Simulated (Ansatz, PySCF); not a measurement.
The pair A = C2H6 (SMILES CC) (first 8 atoms), B = CH4S (SMILES CS); geometry from B3LYP-D3(BJ)/def2-TZVP.
(charge 0, multiplicity 1):
```xyz
14

C     -0.527     0.559     0.233
C      0.547    -0.523     0.163
H     -1.277     0.421    -0.547
H     -0.096     1.554     0.101
H     -1.043     0.541     1.194
H      0.117    -1.517     0.304
H      1.310    -0.380     0.931
H      1.055    -0.520    -0.803
C      0.840     0.873     3.801
S     -0.316    -0.516     4.027
H      0.713     1.338     2.826
H      0.595     1.601     4.573
H      1.872     0.554     3.936
H      0.151    -1.282     3.029
```

Rows in 6-31G* carry no dispersion term and start afresh at each structure (6-31G* with six Cartesian d functions).

Codes used: Ansatz (a first-principles code) with Gaussian orbitals; PySCF for 6-31G* rows. Values without a source in brackets are computed.

Total energies (hartree), monomers frozen at their geometry in the pair:

| structure | HF/6-31G* | PBE/def2-TZVPPD | B3LYP/6-31G* |
|---|---|---|---|
| AB | -516.9269053 | -518.2301679 | -518.5281706 |
| A in the pair's basis | -79.2287020 | -79.7328398 | -79.8306602 |
| B in the pair's basis | -437.7002423 | -438.4968014 | -438.6986218 |
| A | -79.2285852 | -79.7328051 | -79.8303238 |
| B | -437.7000368 | -438.4967216 | -438.6981884 |

Task: Work out the interaction energy without and with the counterpoise correction, and the superposition error, for each level.

Result: 
E(AB) − E(A) − E(B), times 627.509 kcal/mol, with the monomers in their own basis and then in the pair's basis:
- HF/6-31G*: 1.08 uncorrected, 1.28 corrected; the monomers gain 0.20 kcal/mol from borrowed functions
- PBE/def2-TZVPPD: -0.40 uncorrected, -0.33 corrected; the monomers gain 0.07 kcal/mol from borrowed functions
- B3LYP/6-31G*: 0.21 uncorrected, 0.70 corrected; the monomers gain 0.48 kcal/mol from borrowed functions
